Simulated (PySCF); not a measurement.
**Core-level binding energies of `[SiH3]Nc1cccnc1`**

Species: C5H8N2Si.
Geometry (PBE0-D3(BJ)/def2-SVP, Å), atoms numbered from 1 in this order:
```xyz
16
C5H8N2Si angstrom
Si     2.770    0.661    0.545
N      1.543   -0.223   -0.332
C      0.172   -0.115   -0.197
C     -0.429    0.771    0.710
C     -1.816    0.821    0.787
C     -2.574   -0.009   -0.037
N     -2.015   -0.854   -0.902
C     -0.696   -0.904   -0.978
H      4.068    0.159    0.013
H      2.652    2.135    0.322
H      2.682    0.416    2.017
H      1.843   -0.902   -1.022
H      0.181    1.416    1.350
H     -2.306    1.503    1.485
H     -3.668    0.010    0.002
H     -0.266   -1.612   -1.700
```

Level of theory: delta-SCF UKS SCAN, pcX-2 on the ionised atom, pcseg-1 elsewhere, spin-free X2C (PySCF 2.14.0). These are vertical core ionisation energies against the vacuum level, from separate self-consistent calculations with and without the core hole.

Task: What binding energy does each computed site have?

Result: 
```csv
atom(s),bonded to,level,binding energy (eV),2p1/2 (eV),above the level's lowest (eV),count
Si1,N and 3 H,Si 1s,1847.26,–,0.00,1
N2,"C, H and Si",N 1s,405.11,–,+0.76,1
N7,2 C (aromatic in the SMILES),N 1s,404.35,–,0.00,1
C3,N and 2 C (aromatic in the SMILES),C 1s,291.63,–,+1.25,1
C8,"N (aromatic in the SMILES), C (aromatic in the SMILES) and H",C 1s,290.75,–,+0.37,1
C6,"N (aromatic in the SMILES), C (aromatic in the SMILES) and H",C 1s,290.57,–,+0.19,1
C4,2 C (aromatic in the SMILES) and H,C 1s,290.39,–,+0.01,1
C5,2 C (aromatic in the SMILES) and H,C 1s,290.38,–,0.00,1
Si1,N and 3 H,Si 2p3/2,107.42,108.04,0.00,1
```

The listed C 1s values span 1.25 eV, from C5 (bonded to 2 C (aromatic in the SMILES) and H) to C3 (bonded to N and 2 C (aromatic in the SMILES)). The widest gap between neighbouring values is 0.88 eV, between 290.75 and 291.63 eV. The values 290.38 and 290.39 eV lie too close for their order to be trusted.

Lowest listed N 1s: N7, bonded to 2 C (aromatic in the SMILES). Highest, 0.76 eV above it: N2, bonded to C, H and Si.

Task: Which photon wavelength matches the Si 2p3/2 of Si1 threshold?

Result: λ = hc/E = 12398.42 eV Å / 107.42 eV = 115.420 Å.

Task: Which photon energy gives electrons from Si 2p3/2 of Si1 a kinetic energy of 50 eV, and what is their de Broglie wavelength?

Result: hν = 107.42 + 50 = 157.42 eV, recoil neglected; λ = 12.264 Å/√(E/eV) = 1.73 Å.

The unrestricted hole states depart most from a pure doublet (⟨S²⟩ = 0.75; over 0.85 named) for C 1s of C3 (0.87), which makes this value less certain. 2p3/2 and 2p1/2 are the ΔSCF energy of one spin-free 2p hole plus the eigenvalues of a spin–orbit and ligand-field matrix of the shell. 2p1/2 minus 2p3/2 (ligand field included): Si 0.62 eV. The structure is a single PBE0-D3(BJ)/def2-SVP conformer in the gas phase; no vibrational or solvent corrections.
